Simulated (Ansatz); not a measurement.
Job for Ansatz (an electronic-structure program): R-SVWN5/def2-TZVPP on H2HfI2O2 (SMILES [OH][Hf]([OH])([I])[I]), 2S+1 = 1, a spin state set in the input, which need not be the lowest. Elements past Kr take the def2 small-core potentials; no spin–orbit coupling.

Ansatz 0.2 input:
```yaml
crystal:
  periodic: [false, false, false]
  atoms:
    - {symbol: Hf, position_ang: [0.33762346, 0.03836634, -0.00695810]}
    - {symbol: I, position_ang: [1.74367585, 1.78970643, -1.58751666]}
    - {symbol: I, position_ang: [2.02936198, -1.28167857, 1.70712405]}
    - {symbol: O, position_ang: [-0.52394920, -1.23766650, -1.12333867]}
    - {symbol: H, position_ang: [-1.08844716, -1.82923581, -1.61586964]}
    - {symbol: O, position_ang: [-0.92857069, 1.01930107, 1.01850445]}
    - {symbol: H, position_ang: [-1.67180218, 1.42560351, 1.45876631]}
basis:
  gaussian:
    orbitals: def2-TZVPP
hamiltonian:
  xc: {name: SVWN5}
```

It printed:

```
WARN ansatz: RAYON_NUM_THREADS=8 ignored (pool sized by the plan → 8); use --threads N
Functional definition: SVWN5
integrals: 0.21 GiB planned
1512 factors; their error is unknown
0.13 GiB of the device are held for the grids
1.39 GiB of device memory are held for the factors and their scratch space
mean field: 1.09 GiB planned
mean field evaluation 1: about -21576.5646 eV, gradient 9.5e1 eV
mean field evaluation 2: about -21370.0302 eV, gradient 2.8e2 eV
mean field evaluation 4: about -21583.8882 eV, gradient 5.4e1 eV
mean field evaluation 8: about -21591.1753 eV, gradient 5.4e-1 eV
mean field evaluation 16: about -21591.1579 eV, gradient 5.8e-4 eV
mean field -21591.15787910 eV, -793.4604170445 hartree, gradient 4.7e-5 eV, S^2 0.000000; 0 other end points of the search recorded, 0 dependent functions left out
reference -21591.15791871 eV, -793.4604185002 hartree; 40, 40 occupied and 206, 206 virtual orbitals, 1512 factors
Total energy: -21591.15791871 eV, -793.4604185002 hartree
```

The run converged.
